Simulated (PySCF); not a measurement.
# SbCl at PBE0

Level: PBE0. basis Sb def2-TZVPP with ECP28, Cl def2-TZVPP; scalar-relativistic core potentials; PySCF 2.14.

| Property | Result |
| --- | --- |
| state | singlet, one real π or δ orbital doubly filled, a mixture of terms (⟨Lz²⟩ = 2.0), a second solution, started from another occupation |
| bond length | 2.327 Å |
| harmonic wavenumber | 384 cm⁻¹ |
| force constant | 2.35 mdyn/Å |
| rotational constant Be | 0.1148 cm⁻¹ |
| anharmonicity ωexe | 1.15 cm⁻¹ |
| vibration–rotation constant αe | 0.000480 cm⁻¹ |
| energy of the minimum from ground-state Sb + Cl | -2.01 eV |
| HOMO–LUMO gap | 1.08 eV |
| bond order (Mayer) | 1.14 |
| dipole moment (positive dipole means Sb(−)Cl(+)) | -1.74 D |

These are scalar-relativistic numbers at best; spin–orbit coupling would shift them, the dissociation energy most.
